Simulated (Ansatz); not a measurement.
Reaction: H2GeOCl (SMILES [Cl][GeH2][O], doublet) → H2GeOCl (SMILES [OH][GeH][Cl], doublet)
Each species at its own B3LYP-D3(BJ)/def2-TZVP minimum (Ansatz, an electronic-structure program), one conformer.

Property: isomerisation energy (electronic), in kcal/mol. UHF or UKS for unpaired electrons; spin-orbit terms are left out. Correlated methods leave the cores frozen (noble-gas shells, and filled d and f shells in the p block). No relativity. CBS(X,Y): correlation extrapolated as X^-3, Hartree-Fock from the larger set. A bracket is a step between two methods taken in the basis named. Double hybrids freeze cores in their MP2 part.

CCSD(T)/CBS(def2-TZVPP,def2-QZVPP) + [CCSDT(Q) - CCSD(T)]/def2-SVP (Ansatz) gives -38.1 kcal/mol.

Problem. How far off this value is PBE/def2-TZVPD (Ansatz), in which direction, and how far these levels: r2SCAN/def2-TZVPD, PBE0/def2-TZVPD, wB97M-V/def2-TZVPD, B2PLYP/def2-TZVPD, CCSD(T)/CBS(def2-TZVPP,def2-QZVPP)?

Solution. PBE gives -39.5 kcal/mol, 1.4 kcal/mol below it. Differences of the others: r2SCAN/def2-TZVPD (Ansatz) 2.2; PBE0/def2-TZVPD (Ansatz) 1.9; wB97M-V/def2-TZVPD (Ansatz) 1.2; B2PLYP/def2-TZVPD (Ansatz) 0.7; CCSD(T)/CBS(def2-TZVPP,def2-QZVPP) (Ansatz) 0.1 kcal/mol.
